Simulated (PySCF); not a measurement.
Input for PySCF: R-M06-2X/def2-TZVPP on H2O (SMILES O).

```python
from pyscf import gto, dft

mol = gto.M(
    atom='''
    O    -0.00000000   -0.00000000    0.38961139
    H    -0.00000000    0.76498632   -0.19485569
    H     0.00000000   -0.76498632   -0.19485569
    ''',
    basis='def2-tzvpp',
    charge=0, spin=0, verbose=4, max_memory=1800)
mf = dft.RKS(mol, xc='m062x').density_fit(auxbasis='def2-universal-jkfit')
mf.grids.level = 4
mf.conv_tol = 1e-9
mf.max_cycle = 150
mf.kernel()
mf.dip_moment()
```

Output:

```
PySCF version 2.14.0

[INPUT] verbose = 4
[INPUT] num. atoms = 3
[INPUT] num. electrons = 10
[INPUT] charge = 0
[INPUT] spin (= nelec alpha-beta = 2S) = 0
[INPUT] symmetry False subgroup None
[INPUT] Mole.unit = angstrom
[INPUT] Symbol           X                Y                Z      unit          X                Y                Z       unit  Magmom
[INPUT]  1 O      0.000000000000   0.000000000000   0.389611390000 AA    0.000000000000   0.000000000000   0.736258822111 Bohr   0.0
[INPUT]  2 H      0.000000000000   0.764986320000  -0.194855690000 AA    0.000000000000   1.445614633839  -0.368223887913 Bohr   0.0
[INPUT]  3 H      0.000000000000  -0.764986320000  -0.194855690000 AA    0.000000000000  -1.445614633839  -0.368223887913 Bohr   0.0

nuclear repulsion = 9.14068918860721
number of shells = 23
number of NR pGTOs = 78
number of NR cGTOs = 59
basis = def2-tzvpp
ecp = {}


******** <class 'pyscf.df.df_jk.DFRKS'> ********
method = DFRKS
initial guess = minao
damping factor = 0
level_shift factor = 0
DIIS = <class 'pyscf.scf.diis.CDIIS'>
diis_start_cycle = 1
diis_space = 8
diis_damp = 0
SCF conv_tol = 1e-09
SCF conv_tol_grad = None
SCF max_cycles = 150
direct_scf = False
XC library pyscf.dft.libxc version 7.1.2
    S. Lehtola, C. Steigemann, M. J. T. Oliveira, and M. A. L. Marques,  SoftwareX 7, 1–5 (2018)
XC functionals = m062x
    Y. Zhao and D. G. Truhlar,  Theor. Chem. Acc. 120, 215 (2008)
    Y. Zhao and D. G. Truhlar,  Theor. Chem. Acc. 120, 215 (2008)
radial grids:
    Treutler-Ahlrichs [JCP 102, 346 (1995); DOI:10.1063/1.469408] (M4) radial grids

becke partition: Becke, JCP 88, 2547 (1988); DOI:10.1063/1.454033
pruning grids: <function nwchem_prune>
grids dens level: 4
symmetrized grids: False
atomic radii adjust function: <function treutler_atomic_radii_adjust>
small_rho_cutoff = 0
Set gradient conv threshold to 3.16228e-05
Initial guess from minao.
tot grids = 59680
******** <class 'pyscf.df.df.DF'> ********
auxbasis = def2-universal-jkfit
init E= -76.3181168667001
  HOMO = -0.452127119666969  LUMO = 0.013910018872977  gap/eV = 12.68152
cycle= 1 E= -76.3704007585991  delta_E= -0.0523  |g|= 0.566  |ddm|=    1
  HOMO = -0.273609933374274  LUMO = 0.0612090544615  gap/eV = 9.11089
cycle= 2 E= -76.3582066265293  delta_E= 0.0122  |g|= 0.658  |ddm|= 0.569
  HOMO = -0.400887205188674  LUMO = 0.0480946638018196  gap/eV = 12.21742
cycle= 3 E= -76.4290716854099  delta_E= -0.0709  |g|= 0.0251  |ddm|= 0.284
  HOMO = -0.397838364252365  LUMO = 0.0514873282336126  gap/eV = 12.22677
cycle= 4 E= -76.4291711995132  delta_E= -9.95e-05  |g|= 0.00357  |ddm|= 0.0117
  HOMO = -0.398606511802036  LUMO = 0.0514460363384117  gap/eV = 12.24655
cycle= 5 E= -76.4291740976174  delta_E= -2.9e-06  |g|= 0.000434  |ddm|= 0.00312
  HOMO = -0.398608985350947  LUMO = 0.0514500034045895  gap/eV = 12.24673
cycle= 6 E= -76.4291741727249  delta_E= -7.51e-08  |g|= 6.37e-05  |ddm|= 0.000689
  HOMO = -0.398618053122981  LUMO = 0.0514500948379748  gap/eV = 12.24698
cycle= 7 E= -76.4291741749085  delta_E= -2.18e-09  |g|= 5.11e-06  |ddm|= 0.000137
  HOMO = -0.398619319436008  LUMO = 0.0514506238975585  gap/eV = 12.24703
cycle= 8 E= -76.4291741749244  delta_E= -1.59e-11  |g|= 5.65e-07  |ddm|= 8.68e-06
  HOMO = -0.398619377568536  LUMO = 0.0514506356360229  gap/eV = 12.24703
Extra cycle  E= -76.4291741749243  delta_E= 1.28e-13  |g|= 1.51e-07  |ddm|= 9.86e-07
converged SCF energy = -76.4291741749243
Dipole moment(X, Y, Z, Debye): -0.00000,  0.00000, -1.96983
```

The run converged.

Cost: about 1.7 core-seconds (a rough figure).
